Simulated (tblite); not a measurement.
C₄H₅ClOSi.
Structure used (GFN2-xTB), in Å, numbered top down from 1:
```xyz
12
C4H5ClOSi angstrom
Cl     2.756    1.770   -0.269
Si     2.119   -0.074    0.226
C      0.258   -0.069    0.045
C     -0.653    0.891   -0.315
C     -1.926    0.284   -0.268
C     -1.706   -1.004    0.115
O     -0.400   -1.227    0.306
H      2.722   -1.042   -0.688
H      2.504   -0.349    1.609
H     -0.429    1.905   -0.579
H     -2.870    0.739   -0.489
H     -2.375   -1.825    0.280
```

Computed values, GFN2-xTB/tblite, gas phase, harmonic and unscaled. Against measured fundamentals such values can be off by several per cent, at times by over 20. Modes of hydrogen on silicon can be 10 to 20 % off. One conformer, not necessarily the lowest.

Harmonic wavenumbers (cm⁻¹): 30.1, 90.6, 154.9, 228.2, 451.9, 483.1, 528.4, 551.0, 585.8, 629.4, 698.6, 776.2, 786.9, 826.3, 852.9, 860.2, 909.5, 1042.8, 1094.2, 1116.4, 1188.6, 1216.8, 1366.5, 1433.8, 1552.3, 2253.0, 2279.7, 3163.1, 3178.4, 3188.7.

A = 5057, B = 1016, C = 854.3 MHz; mass 131.980 u (most abundant isotopes); point group Cs, symmetry number 1.

Question: Zero-point energy?

Answer: Half the sum of the wavenumbers: 16759 cm⁻¹ = 47.92 kcal/mol.

Question: What is S at 350 K and 1 bar for an ideal gas of classical rigid rotors and harmonic oscillators?

Answer: Translation 41.37, rotation 29.16, vibration 22.82: S = 93.3 cal/(mol K).

Question: And Cp and H(350 K) − H(0)?

Answer: Cp = 32.31 cal/(mol K), of which vibrations give 24.37 (their classical limit is 30 R = 59.6); H(350 K) − H(0) = 6.87 kcal/mol without the zero-point energy, 4.09 from vibrations.

Question: What must be added to the electronic energy to get the Gibbs energy at 350 K and 1 bar?

Answer: ZPE + [H(350 K) − H(0)] − T·S = 47.92 + 6.87 − 32.67 = 22.12 kcal/mol.

Question: Blend soft modes into free rotors: weight 1/[1 + (100 cm⁻¹/ν̃)⁴] for the oscillator and the rest for a rotor with moment μB/(μ + B), μ = h/(8π²ν), B = 10⁻⁴⁴ kg m². What vibrational entropy results?

Answer: 20.34 cal/(mol K) in place of 22.82, which changes −T·S at 350 K by +0.86 kcal/mol.

Hindered rotation and anharmonicity are outside this model. Other conformers, if any are populated, would add a mixing term that is left out.
